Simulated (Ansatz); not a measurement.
Basis sets compared for the cluster Ga₂S₃ (the lowest singlet isomer of a short search). Charge 0, multiplicity 1. Geometry B3LYP-D4/def2-SVP. Ansatz on 4 threads of Intel Xeon Platinum 8375C on a shared host; times are rough, and most runs start from earlier orbitals.

Cartesian coordinates in Å:
```
Ga 0.2402 -1.6206 0.3253
Ga -0.2007 1.4793 -0.7494
S -0.5222 3.3473 -0.0371
S 0.1482 -0.5299 -1.5895
S 0.3345 -2.6760 2.0507
```

The structure comes from a short search, and lower isomers may exist.

Binding counts from free atoms (Ga doublet, S triplet) in the same basis, without a counterpoise term.

```json
{"level": "PBE-D4/def2-SVP", "functions": "118", "energy (Eh)": "-5042.4679", "HOMO (eV)": "-6.32", "LUMO (eV)": "-3.67", "binding per atom (eV)": "2.89", "wall time": "1.1 s"}
{"level": "PBE-D4/def2-TZVP", "functions": "207", "energy (Eh)": "-5043.3755", "HOMO (eV)": "-6.41", "LUMO (eV)": "-3.72", "binding per atom (eV)": "2.89", "wall time": "2 s"}
{"level": "r2SCAN-D4/def2-TZVP", "functions": "207", "energy (Eh)": "-5044.3532", "HOMO (eV)": "-6.69", "LUMO (eV)": "-3.58", "binding per atom (eV)": "2.85", "wall time": "4.1 s"}
{"level": "PBE0-D4/def2-SVP", "functions": "118", "energy (Eh)": "-5042.6324", "HOMO (eV)": "-7.43", "LUMO (eV)": "-2.93", "binding per atom (eV)": "2.76", "wall time": "1.9 s"}
{"level": "PBE0-D4/def2-TZVP (with forces)", "functions": "207", "energy (Eh)": "-5043.5349", "HOMO (eV)": "-7.50", "LUMO (eV)": "-2.97", "binding per atom (eV)": "2.77", "wall time": "6.5 s"}
```

Q: Estimate the rows for PBE-D4/def2-TZVPD, r2SCAN-D4/def2-TZVPD, PBE0-D4/def2-TZVPD.

A: 
```tsv
level	functions	energy (Eh)	HOMO (eV)	LUMO (eV)	binding per atom (eV)	wall time
PBE-D4/def2-TZVPD	246	-5043.3775	-6.44	-3.78	2.88	3.5 s
r2SCAN-D4/def2-TZVPD	246	-5044.3549	-6.69	-3.61	2.85	6.5 s
PBE0-D4/def2-TZVPD	246	-5043.5368	-7.52	-3.03	2.77	6.5 s
```
